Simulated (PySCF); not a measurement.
## Br⁻ (bromine, charge -1) across methods

[Kr], closed-shell 1S. All numbers are calculated (PySCF 2.14, scalar relativity through the core potential, in aug-cc-pVTZ-PP with one added diffuse shell each of s, d, f type with ECP10MDF (7s5p5d3f, 68 functions)). The B2PLYP total includes its PT2 part (frozen core); its orbital energies are those of the SCF part.

| method | E (hartree) | mean ε 3d (eV) | mean ε 4s (eV) | mean ε 4p (eV) | Σ⟨r²⟩ (bohr²) | ⟨S²⟩ |
| --- | --- | --- | --- | --- | --- | --- |
| M06 | -417.0231 | -63.919 | -13.575 | -0.844 | 52.77 | 0.000 |
| UHF | -415.57787 | -76.774 | -19.383 | -3.739 | 52.64 | 0.000 |
| CAM-B3LYP | -416.9297 | -64.786 | -15.461 | -2.296 | 53.52 | 0.000 |
| r2SCAN | -416.8132 | -59.544 | -12.250 | -0.088 | 53.02 | 0.000 |
| B2PLYP | -416.5445 | -68.590 | -15.879 | -1.986 | 53.25 | 0.000 |
| r2SCANh | -416.8136 | -61.357 | -13.026 | -0.517 | 52.86 | 0.000 |
| PBE0 | -416.9055 | -63.726 | -13.711 | -0.986 | 53.21 | 0.000 |
| LDA | -416.3562 | -59.000 | -11.832 | 0.002 | 54.23 | 0.000 |
| PBE | -416.9306 | -59.135 | -11.580 | 0.141 | 54.26 | 0.000 |

Energies and moments cover only the electrons outside the core potential.

The highest occupied level is positive at LDA, PBE: only the finite basis holds that electron, which in a density functional comes from self-interaction.
